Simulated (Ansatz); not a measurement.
`[AlH2][SiH]1C[SiH2]1` + `C[NH][AlH2]` → `C[N]([AlH2])[AlH2]` + `C1[SiH2][SiH2]1` at 400 K and 1 bar (cleavage of the Al–Si bond).

Computed with Ansatz on PBE0-D4/def2-TZVP structures; ΔE is electronic, products minus reactants. CCSD(T)/CBS is the MP2 limit (def2-TZVPP, def2-QZVPP) plus CCSD(T) − MP2 in def2-TZVPP, frozen cores.

```tsv
species	CCSD(T)/CBS energy (Eh)	H − E (kJ/mol)	S (J/(mol·K))
`[AlH2][SiH]1C[SiH2]1`	-862.39024	208.3	382.0
`C[NH][AlH2]`	-338.38977	203.1	318.3
`C[N]([AlH2])[AlH2]`	-581.02164	221.5	391.4
`C1[SiH2][SiH2]1`	-619.77066	180.7	317.8
```

H − E and S are ideal-gas, rigid-rotor, harmonic terms from PBE0-D4/def2-TZVP, for one conformer and one mirror image of each species. 1 Eh = 2625.50 kJ/mol, R = 8.31446 J/(mol·K).

Q: By hand: ΔE, ΔH, ΔS and ΔG.

A: ΔE = (-581.02164) + (-619.77066) − (-862.39024) − (-338.38977) = -0.01229 Eh = -32.3 kJ/mol. Δ(H − E) = 221.5 + 180.7 − 208.3 − 203.1 = -9.2, so ΔH = -41.5 kJ/mol. ΔS = 391.4 + 317.8 − 382.0 − 318.3 = 8.9 J/(mol·K). ΔG = -41.5 − 400 × (8.9)/1000 = -45.1 kJ/mol.

Q: By hand: the equilibrium constant, and the temperature at which ΔG would vanish if ΔH and ΔS stayed fixed.

A: log₁₀ K = −ΔG/(RT ln 10) = 5.9. ΔH and −TΔS have one sign here, so there is no such temperature.

The number of gas molecules stays the same, so ΔS is small and ΔH decides. A doubt of 5 kJ/mol in ΔE shifts log₁₀ K by 0.7 here. Other conformers and mirror images would add mixing entropy, several J/(mol·K) or more a flexible species. Modes under 60 cm⁻¹, often nearly free rotors, make the harmonic entropy too high. These are equilibria of isolated gas molecules and say nothing of rates. Largest T1 diagnostic: 0.015 (customary marks: 0.02 for closed shells, 0.045 for open ones).

ΔS is within the doubt of such terms, so its sign, and with it that verdict, could turn.
